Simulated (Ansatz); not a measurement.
Gas-phase electronic energies from Ansatz, PBE0-D4/def2-TZVP geometries. CCSD(T)/CBS is the MP2 limit (def2-TZVPP, def2-QZVPP) plus CCSD(T) − MP2 in def2-TZVPP, frozen cores. This one scheme is used for every species. DFT in def2-TZVPP. B3LYP here is the variant with VWN-RPA as its local correlation; programs differ in this. Elements past krypton have def2 core potentials. For Sb outer-core shells are correlated without core-valence functions, which leaves a few kJ/mol of doubt a bond.

Reaction (cleavage of the Sb–Si bond): `[SiH3][SbH2]` + NH₃ → `[NH2][SbH2]` + SiH₄

`[SiH3][SbH2]`:

Cartesian coordinates in Å:
```
Si 0.520 0.747 0.280
Sb -1.489 -0.609 -0.587
H 0.116 1.454 1.524
H 0.886 1.761 -0.744
H 1.705 -0.102 0.567
H -1.257 -1.786 0.630
H -0.481 -1.465 -1.668
```

NH₃:

```xyz
4

N    -0.061   -0.144    0.234
H     0.491   -0.694   -0.412
H    -0.898    0.142   -0.258
H     0.467    0.696    0.436
```

`[NH2][SbH2]`:

Z-matrix (Å, degrees):
```
N
Sb 1 2.036
H 1 1.012 2 114.0
H 1 1.012 2 111.2 3 122.4
H 2 1.710 1 93.5 3 63.2
H 2 1.724 1 99.5 3 -27.6
```

SiH₄:

Cartesian coordinates in Å:
```
Si 0.000 0.000 0.000
H -0.907 1.129 -0.326
H 1.140 0.499 0.809
H 0.511 -0.603 -1.257
H -0.745 -1.025 0.773
```

Question: Is it downhill or uphill in electronic energy at CCSD(T)/CBS, and by how much? (Best estimate.)

Answer: The calculation gave: Uphill: ΔE = +0.63 eV.

Question: What do these levels give: LDA (SPW92), BLYP-D4, B97M-V, B3LYP-D4, r2SCAN0-D4, PBE-QIDH, revPBE, LC-ωPBE, RPA@PBE/def2-TZVPP, CCSD/def2-TZVPP, CCSD(T)/def2-TZVPP, MP2/CBS(def2)? (Estimate.)

Answer: Computed: LDA (SPW92) 0.72, BLYP-D4 0.55, B97M-V 0.55, B3LYP-D4 0.59, r2SCAN0-D4 0.69, PBE-QIDH 0.68, revPBE 0.66, LC-ωPBE 0.62, RPA@PBE/def2-TZVPP 0.50, CCSD/def2-TZVPP 0.59, CCSD(T)/def2-TZVPP 0.59, MP2/CBS(def2) 0.65 eV.

Largest T1 diagnostic among the species: 0.014.

In def2-TZVPP, CCSD(T) changes the Hartree–Fock value by +0.08 eV (the triples alone add +0.00 eV) and MP2 by +0.11 eV. From r2SCAN to r2SCAN0 (25 % exact exchange), in def2-TZVPP and without D4, ΔE moves by +0.04 eV. Leaving LDA and LC-ωPBE aside and taking each functional with its dispersion term where it has one, the values, not all of them listed here, spread over 0.17 eV, from B97M-V to HSE06-D4. LDA lies +0.05 eV from PBE without D4.
